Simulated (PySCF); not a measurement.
H4Zr, charge -1, multiplicity 2. Atoms are numbered in the order given.

```xyz
5

Zr     0.0000     0.0000     0.0000
H      1.2052     1.2052     0.9171
H     -1.2052    -1.2052     0.9171
H      1.2052    -1.2052    -0.9171
H     -1.2052     1.2052    -0.9171
```
Charge -1, spin multiplicity 2.

Coordinates come from a r2SCAN-D4/def2-TZVPD optimisation. A frequency run showed that this geometry is not a minimum. The multiplicity is an assumed one; other spin states were not compared. The def2 effective core potentials stand for the cores of Zr; spin–orbit coupling is left out.

The numbers are results of PBE/def2-TZVPD run with PySCF, not measurements.

Mulliken values depend strongly on the basis, most of all with diffuse functions as here. ESP charges are fitted to the potential on shells at 1.4 to 2.0 van der Waals radii. Atomic charges (e):

| atom | Mulliken | ESP fit | Mulliken spin |
|---|---|---|---|
| Zr1 | -0.44 | 0.60 | 1.08 |
| H2 | -0.14 | -0.40 | -0.02 |
| H3 | -0.14 | -0.40 | -0.02 |
| H4 | -0.14 | -0.40 | -0.02 |
| H5 | -0.14 | -0.40 | -0.02 |
